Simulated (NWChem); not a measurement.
System: BeBrF; SMILES [F][Be][Br]

NWChem input:

```
start job
memory heap 200 mb stack 900 mb global 1100 mb
geometry units angstroms noautosym nocenter noautoz
  Be     0.000000     0.000000     1.156386
  F      0.000000     0.000000     2.542201
  Br     0.000000     0.000000    -0.794495
end
basis spherical
  Be library pcsseg-1
  F library pcsseg-1
  Br library pcsseg-1
end
dft
  xc pbe0
  iterations 150
end
property
  shielding
end
task dft property
```

Parts of the log:

```
             Northwest Computational Chemistry Package (NWChem) 7.3.0
             --------------------------------------------------------

                             Geometry "geometry" -> ""
                             -------------------------

 Output coordinates in angstroms (scale by  1.889725989 to convert to a.u.)

  No.       Tag          Charge          X              Y              Z
 ---- ---------------- ---------- -------------- -------------- --------------
    1 Be                   4.0000     0.00000000     0.00000000     1.15638600
    2 F                    9.0000     0.00000000     0.00000000     2.54220100
    3 Br                  35.0000     0.00000000     0.00000000    -0.79449500

 Effective nuclear repulsion energy (a.u.)     101.6786078570

                              NWChem Property Module
                              ----------------------

  itol2e modified to match energy
  convergence criterion.

                                 NWChem DFT Module
                                 -----------------

 Summary of "ao basis" -> "ao basis" (spherical)
 ------------------------------------------------------------------------------
       Tag                 Description            Shells   Functions and Types
 ---------------- ------------------------------  ------  ---------------------
 Be                         pcsseg-1                 6       12   3s3p
 F                          pcsseg-1                 7       17   3s3p1d
 Br                         pcsseg-1                15       41   5s7p3d

  itol2e modified to match energy
  convergence criterion.

            General Information
            -------------------
          SCF calculation type: DFT
          Wavefunction type:  closed shell.
          No. of atoms     :     3
          No. of electrons :    48
           Alpha electrons :    24
            Beta electrons :    24
          Charge           :     0
          Spin multiplicity:     1
          Use of symmetry is: off; symmetry adaption is: off
          Maximum number of iterations: 150
          AO basis - number of functions:    70
                     number of shells:    28
          Convergence on energy requested:  1.00D-07
          Convergence on density requested:  1.00D-05
          Convergence on gradient requested:  5.00D-04

              XC Information
              --------------
                         PBE0 Method XC Functional
                     Hartree-Fock (Exact) Exchange  0.250
          PerdewBurkeErnzerhof Exchange Functional  0.750
            Perdew 1991 LDA Correlation Functional  1.000 local
           PerdewBurkeErnz. Correlation Functional  1.000 non-local

             Grid Information
             ----------------
          Grid used for XC integration:  fine
          Radial quadrature: Mura-Knowles
          Angular quadrature: Lebedev.
          Tag              B.-S. Rad. Rad. Pts. Rad. Cut. Ang. Pts.
          ---              ---------- --------- --------- ---------
          Be                  1.05       70           8.0       590
          F                   0.50       70          10.0       590
          Br                  1.15      140           9.0       974
          Grid pruning is: on
          Number of quadrature shells:   280
          Spatial weights used:  Erf1

      Superposition of Atomic Density Guess
      -------------------------------------

 Sum of atomic energies:       -2686.03269741

      Non-variational initial energy
      ------------------------------

 Total energy =   -2686.428470
 1-e energy   =   -3942.358349
 2-e energy   =    1154.251272
 HOMO         =      -0.422823
 LUMO         =      -0.025009

   convergence    iter        energy       DeltaE   RMS-Dens  Diis-err
 ---------------- ----- ----------------- --------- --------- ---------
 d= 0,ls=0.0,diis     1  -2688.1079024645 -2.79D+03  1.17D-02  1.74D+00
 d= 0,ls=0.0,diis     2  -2688.0592083274  4.87D-02  7.98D-03  1.55D+00
 d= 0,ls=0.0,diis     3  -2688.1649976915 -1.06D-01  1.97D-03  2.60D-01
 d= 0,ls=0.0,diis     4  -2688.1828467381 -1.78D-02  6.19D-04  4.08D-03
 d= 0,ls=0.0,diis     5  -2688.1832011351 -3.54D-04  2.16D-04  4.37D-04
  Resetting Diis
 d= 0,ls=0.0,diis     6  -2688.1832452004 -4.41D-05  3.66D-05  1.06D-05
 d= 0,ls=0.0,diis     7  -2688.1832459986 -7.98D-07  1.32D-05  8.63D-07
 d= 0,ls=0.0,diis     8  -2688.1832460054 -6.73D-09  6.54D-06  8.36D-07

         Total DFT energy =    -2688.183246005358
      One electron energy =    -3944.446949073370
           Coulomb energy =     1258.928905267328
    Exchange-Corr. energy =     -104.343810056307
 Nuclear repulsion energy =      101.678607856991

 Numeric. integr. density =       48.000000059086

                       DFT Final Molecular Orbital Analysis
                       ------------------------------------

 Vector   22  Occ=2.000000D+00  E=-4.075247D-01
              MO Center= -6.7D-10, -2.2D-10, -6.3D-01, r^2= 1.6D+00
   Bfn.  Coefficient  Atom+Function         Bfn.  Coefficient  Atom+Function
  ----- ------------  ---------------      ----- ------------  ---------------
    52      0.479770  3 Br pz                55      0.467261  3 Br pz
     2      0.186024  1 Be s                 33     -0.183449  3 Br s
     9     -0.181886  1 Be pz                46     -0.181255  3 Br pz
    32      0.151039  3 Br s                 49     -0.138350  3 Br pz
     1     -0.117307  1 Be s                 34     -0.101282  3 Br s

 Vector   23  Occ=2.000000D+00  E=-3.352449D-01
              MO Center= -7.3D-10,  3.9D-10, -6.4D-01, r^2= 1.7D+00
   Bfn.  Coefficient  Atom+Function         Bfn.  Coefficient  Atom+Function
  ----- ------------  ---------------      ----- ------------  ---------------
    53      0.412243  3 Br px                54     -0.413641  3 Br py
    50      0.364777  3 Br px                51     -0.366014  3 Br py
    44     -0.138477  3 Br px                45      0.138946  3 Br py
    47     -0.103234  3 Br px                48      0.103584  3 Br py
    22     -0.054562  2 F  px                23      0.054747  2 F  py

[...]

          -----------------------------------------
          Chemical Shielding Tensors (GIAO, in ppm)
          -----------------------------------------

                                NWChem CPHF Module
                                ------------------

  scftype          =     RHF
  nclosed          =       24
  nopen            =        0
  variables        =     1104
  # of vectors     =        3
  tolerance        = 0.10D-03
  level shift      = 0.00D+00
  max iterations   =       50
  max subspace     =       30

 SCF residual:    2.7498839137146442E-004

Iterative solution of linear equations
  No. of variables     1104
  No. of equations        3
  Maximum subspace       30
        Iterations       50
       Convergence  1.0D-04

   iter   nsub   residual    time
   ----  ------  --------  ---------
     1      3    1.91D-01       9.5
     2      6    7.00D-03      11.2
     3      9    3.35D-04      12.8
     4     12    1.88D-05      14.5

      Atom:    1  Be
        Diamagnetic
    134.5354     -0.0000      0.0000
     -0.0000    134.5354      0.0000
      0.0000      0.0000    167.4234

        Paramagnetic
    -65.0127     -0.0000      0.0000
     -0.0000    -65.0127     -0.0000
      0.0000     -0.0000     -0.0000

        Total Shielding Tensor
     69.5227     -0.0000      0.0000
     -0.0000     69.5227     -0.0000
      0.0000     -0.0000    167.4234

           isotropic =     102.1563
          anisotropy =      97.9006

          Principal Components and Axis System
                 1           2           3
              167.4234     69.5227     69.5227

      1         0.0000      0.8528      0.5223
      2        -0.0000     -0.5223      0.8528
      3         1.0000     -0.0000      0.0000

      Atom:    2  F
        Diamagnetic
    465.3279     -0.0000     -0.0000
     -0.0000    465.3279      0.0000
     -0.0000      0.0000    484.8535

        Paramagnetic
   -215.9816     -0.0000      0.0000
     -0.0000   -215.9816     -0.0000
      0.0000     -0.0000      0.0000

        Total Shielding Tensor
    249.3463     -0.0000      0.0000
     -0.0000    249.3463     -0.0000
      0.0000     -0.0000    484.8535

           isotropic =     327.8487
          anisotropy =     235.5073

          Principal Components and Axis System
                 1           2           3
              484.8535    249.3463    249.3463

      1         0.0000     -0.3005      0.9538
      2        -0.0000      0.9538      0.3005
      3         1.0000      0.0000     -0.0000

      Atom:    3  Br
        Diamagnetic
   3122.9302     -0.0000     -0.0000
     -0.0000   3122.9302     -0.0000
     -0.0000     -0.0000   3127.8156

        Paramagnetic
   -382.3751      0.0000     -0.0000
      0.0000   -382.3751     -0.0000
     -0.0000     -0.0000      0.0000

        Total Shielding Tensor
   2740.5551      0.0000     -0.0000
      0.0000   2740.5551     -0.0000
     -0.0000     -0.0000   3127.8156

           isotropic =    2869.6419
          anisotropy =     387.2605

          Principal Components and Axis System
                 1           2           3
             3127.8156   2740.5551   2740.5551

      1        -0.0000      0.9551     -0.2963
      2        -0.0000      0.2963      0.9551
      3         1.0000      0.0000     -0.0000
```

Level: PBE0/pcSseg-1, GIAO. All runs use the structure optimised with PBE0/def2-SVP. The printed shielding anisotropy is the first printed principal value minus the mean of the other two.
